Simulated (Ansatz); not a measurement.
C$_{3}$H$_{9}$BrInN (`C[N](C)[In]([CH3])[Br]`) from Hartree–Fock to CCSD(T)

Z-matrix (Å, degrees):
```
C
N 1 1.439
H 1 1.101 2 111.7
H 1 1.094 2 111.4 3 120.1
H 1 1.101 2 111.7 3 -119.8
C 2 1.439 1 113.2 3 59.9
In 2 2.003 1 122.6 3 -120.0
H 6 1.092 2 111.0 1 180.0
H 6 1.101 2 111.5 1 -59.8
H 6 1.101 2 111.5 1 59.8
C 7 2.129 2 129.6 1 -0.1
Br 7 2.490 2 110.1 1 179.9
H 11 1.090 7 109.0 2 112.8
H 11 1.090 7 109.0 2 -128.5
H 11 1.089 7 110.7 2 -7.8
```

Total charge 0; spin multiplicity 1. Correlated methods include outer-core shells of Br, In, which these sets cover unevenly. Scalar relativity is left out up to krypton. In takes the def2 core potential. The geometry is a stationary point of PBE0-D4/def2-TZVP. It is one conformer, not always the lowest. Frozen core, restricted reference, Ansatz.

```csv
basis,HF (Eh),MP2 corr.
def2-SVP,-2934.51843,-0.92430
def2-TZVPP,-2935.03612,-1.30905
def2-QZVPP,-2935.09539,-1.86444
```

(1) Estimate the CCSD correlation energy and the (T) correction in each basis where they were run (hartree).

Answers

(1) 
| basis | CCSD corr. | (T) |
| --- | --- | --- |
| def2-SVP | -0.98251 | -0.02860 |
| def2-TZVPP | -1.34616 | -0.05089 |
